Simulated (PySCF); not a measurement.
The Br–F bond energy of BrF₃

Computed with PySCF, PBE0, basis Br def2-TZVP, F def2-TZVP (no relativity, density fitting).

Each entry is the lowest minimum that a search over a few typed start shapes (and spin states, where more than one is plausible) found, or that minimum re-optimised at the stated level; isomers with ligand–ligand bonds, or fragments after loss of a ligand pair, can lie lower.

Total energies (Eh), which compare only within these settings: F atom -99.67618.

| species | 2S+1 | group | E (Eh) | ZPE (kJ/mol) |
| --- | --- | --- | --- | --- |
| BrF₂ | 2 | C2v | -2773.31189 | 7.7 |
| BrF₃ | 1 | C2v | -2873.07610 | 16.5 |

Problem. What are De and D0 for BrF₃ → BrF₂ + F?

Solution. De = [(-2773.31189) + (-99.67618) − (-2873.07610)] × 2625.5 = 231 kJ/mol. The zero-point energy changes by -8.8 kJ/mol, so D0 = 222 kJ/mol.

Atoms and open shells are unrestricted, without spin–orbit or basis-set superposition corrections.
